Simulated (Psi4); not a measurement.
Psi4 was given this input:
```
memory 2 GB

molecule mol {
0 1
  Si   -1.141005    0.107067    0.073216
  F    -1.752393   -1.299340   -0.438637
  Si    1.141410   -0.113487   -0.054946
  F     1.751567    1.312418    0.401424
  H    -1.764116    1.081795   -0.819952
  H    -1.716157    0.249287    1.409435
  H     1.715177   -0.306869   -1.385174
  H     1.766852   -1.052024    0.874829
}

set basis def2-svp
set reference rhf
set freeze_core true

energy('mp3')
print_variables()
```

Problem. What does this run give for the nuclear repulsion energy, number of basis functions, total energy, MP2 correlation energy?

Solution. 
- nuclear repulsion energy: 222.9896 Eh
- number of basis functions: 84
- total energy: -779.4088 Eh
- MP2 correlation energy: -0.5617 Eh
